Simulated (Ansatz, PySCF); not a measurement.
Pair of molecules: H2O (SMILES O) (first 3 atoms) with CH3F (SMILES CF); geometry from B3LYP-D3(BJ)/def2-TZVP, rigid monomers moved along the line of their centres of mass till H3···F5 is 3.60 Å.
(charge 0, multiplicity 1):
| atom | x (Å) | y (Å) | z (Å) |
|---|---|---|---|
| O | -0.1214 | -0.0633 | 0.5828 |
| H | 0.0078 | 0.6366 | -0.0644 |
| H | -0.4799 | 0.3723 | 1.3672 |
| C | 0.5062 | -0.1911 | 5.4039 |
| F | -0.4295 | 0.7480 | 4.9451 |
| H | -0.0255 | -0.9441 | 5.9844 |
| H | 0.9885 | -0.6401 | 4.5371 |
| H | 1.2321 | 0.3307 | 6.0264 |

Monomers are frozen at their geometry in the pair; levels with a basis set take the counterpoise correction.

Cores are frozen in the correlated methods. CBS: X⁻³ extrapolation of the correlation energy, Hartree–Fock from the larger set.

Run with Ansatz (a program for electronic structure) with Gaussian orbitals; PySCF for the dispersion terms. 

PBE/def2-TZVPPD gives -37.2 meV for the interaction energy.

**Question.** Predict the shift from PBE, with its sign, for: PBE-D3(BJ)/def2-TZVPPD, r2SCAN/def2-TZVPPD, B3LYP/def2-TZVPPD, wB97M-V/def2-TZVPPD, MP2/CBS(aug-cc-pVDZ, aug-cc-pVTZ), MP2/CBS(aug-cc-pVDZ, aug-cc-pVTZ) + ΔCCSD(T)/aug-cc-pVDZ.

**Answer.** PBE-D3(BJ)/def2-TZVPPD -5.6; r2SCAN/def2-TZVPPD 0.0; B3LYP/def2-TZVPPD 3.7; wB97M-V/def2-TZVPPD -4.9; MP2/CBS(aug-cc-pVDZ, aug-cc-pVTZ) -5.4; MP2/CBS(aug-cc-pVDZ, aug-cc-pVTZ) + ΔCCSD(T)/aug-cc-pVDZ -5.2 meV. 1 of 6 lie above PBE; the widest gap is to PBE-D3(BJ)/def2-TZVPPD.
